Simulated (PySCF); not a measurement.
Run record: geometry optimisation, `B/C=C\Br`.

Computed with PBE0-D3(BJ)/def2-SVP geometry optimisation, gas phase (PySCF 2.14.0). Start geometry: GFN2-xTB. The input is one job of a driver script: a line of settings, then coordinates in Å.

Command:
```bash
OMP_NUM_THREADS=1 python probes_run.py task.json out
```

Input:
```
{"job": {"xc": "PBE0", "basis": "def2-SVP", "d3": "d3bj", "grid": 1, "shake": 0.01, "kind": "geom"}, "charge": 0, "multiplicity": 1}
B     -1.316200     0.107070     0.027330
C      0.031310    -0.573590     0.045060
C      1.218900     0.000230    -0.058890
Br     1.574700     1.858450    -0.210120
H     -2.285500    -0.464170     0.360980
H     -1.438890     1.241240    -0.347430
H      0.082740    -1.650680     0.160130
H      2.188070    -0.537690    -0.029530
```

Output:
```
step   0  E = -2676.75639027  max force = 0.036215
step   1  E = -2676.75892825  max force = 0.004088
step   2  E = -2676.75903674  max force = 0.001198
step   3  E = -2676.75901497  max force = 0.001722
step   4  E = -2676.75907498  max force = 0.000666
step   5  E = -2676.75909539  max force = 0.000692
step   6  E = -2676.75910193  max force = 0.000376
optimisation converged
```

Energies in Eh; «max force» is the largest Cartesian gradient component in Eh/bohr.

How much energy does the optimisation release, in kJ/mol?

E(step 0) − E(last step) = 0.002712 Eh, which is 7.1 kJ/mol.

Give the first gradient maximum in eV/Å.

With 1 Eh/bohr = 51.422 eV/Å, 1.862 eV/Å.

Main results: final energy -2676.75910 Eh after 6 steps; dipole 1.50 D.

Where do the atoms end?

0.101 Å rms from the input after alignment:
```
atom  x, y, z in Å
B1    -1.3335    0.1350    0.0527
C2     0.0395   -0.5628    0.1117
C3     1.2456   -0.0004   -0.0933
Br4    1.5740    1.7933   -0.5117
H5    -2.3354   -0.4896    0.3105
H6    -1.4195    1.2999   -0.2492
H7     0.0990   -1.6334    0.3468
H8     2.1826   -0.5626   -0.0309
```

How long does this job take on one thread, Arm Neoverse V2 (aarch64), shared host with 32 logical CPUs at a one-minute load of 31? And the peak memory of the process?

About 20 s, with 0.38 GiB resident at the peak, the Python interpreter and its libraries included.
Labels such as C1 count atoms from 1, the log's own numbers from 0.
